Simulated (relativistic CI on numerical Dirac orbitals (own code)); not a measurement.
# Mn16+: q coefficients and field-shift factors

These numbers are calculated, not measured: Dirac-Coulomb-Breit CI, orbitals from a KLI potential per configuration, derivatives by finite differences, unscaled Slater integrals, QED left out (own radial code, finite nucleus).

Configuration list (outside the closed core 1s2): 2s2 2p5, 2s 2p6, 2p6 3s, 2s2 2p4 3s, 2p6 3p, 2p6 3d, 2s2 2p4 3p, 2s2 2p4 3d. Levels of other configurations are missing.

With x = (α/α₀)² − 1 an excitation energy changes as ω = ω₀ + qx; K = 2q/ω₀ is the relative enhancement. Terms are leading LS components, so labels can repeat. The field-shift factor is F = δν/δ⟨r²⟩ for the transition from the lowest level.

Lowest level 2s2 2p5 2P°_3/2.

```tsv
Level	ω₀ (cm⁻¹)	q (cm⁻¹)	F (GHz/fm²)
2s2 2p5 2P°_1/2	85331	86810	-0.132
2s 2p6 2S_1/2	1014587	110300	-72.2
2s2 2p4 3s 4P_5/2	5614002	-27300	24.1
2s2 2p4 3s 2P_3/2	5639577	-24630	24
2s2 2p4 3s 4P_1/2	5681980	23810	23.9
2s2 2p4 3s 4P_3/2	5695367	48050	24
2s2 2p4 3s 2P_1/2	5719940	41480	23.7
2s2 2p4 3s 2D_5/2	5776088	41580	24
2s2 2p4 3s 2D_3/2	5779278	45280	24
2s2 2p4 3p 4P°_3/2	5849249	-18510	6.96
2s2 2p4 3p 4P°_5/2	5850612	-10860	6.95
2s2 2p4 3p 4D°_7/2	5875613	-2250	6.94
2s2 2p4 3p 4P°_1/2	5877116	857.1	6.9
```

At this charge energies of transitions that change n are usually good to better than 1 %, and those within a shell (Δn = 0) to a few per cent.

**Question.** Which transition from the lowest level has the largest |K|?

**Answer.** 2s2 2p5 2P°_1/2 at 85331 cm⁻¹, K = 2.03.
